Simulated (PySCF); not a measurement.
C2H7Sb, SMILES C[CH2][SbH2]. Heavy atoms are numbered as in [SbH2:1][CH2:4][CH3:5]. Hydrogens are named by the atom that carries them.

The structure is a stationary point at B3LYP-D3(BJ)/def2-SVP. The def2 effective core potentials stand for the cores of Sb; spin–orbit coupling is left out.

Calculation: CAM-B3LYP/def2-TZVPD run with PySCF.

Mulliken values depend strongly on the basis, most of all with diffuse functions as here. ESP charges are fitted to the potential on shells at 1.4 to 2.0 van der Waals radii. Atomic charges (e), one atom of each kind:

```csv
atom,ESP fit,Mulliken
Sb1 (SbH2),?,0.31
H on Sb1,?,-0.04
C4 (CH2),0.13,-0.85
C5 (CH3),?,-0.91
H on C4,0.02,0.32
H on C5,0.09,0.30
```

What belongs in the gaps? (The exact figures need the calculation; the answer reports its results.)


- Sb1 (SbH2), ESP fit: -0.05
- H on Sb1, ESP fit: -0.01
- C5 (CH3), ESP fit: -0.34
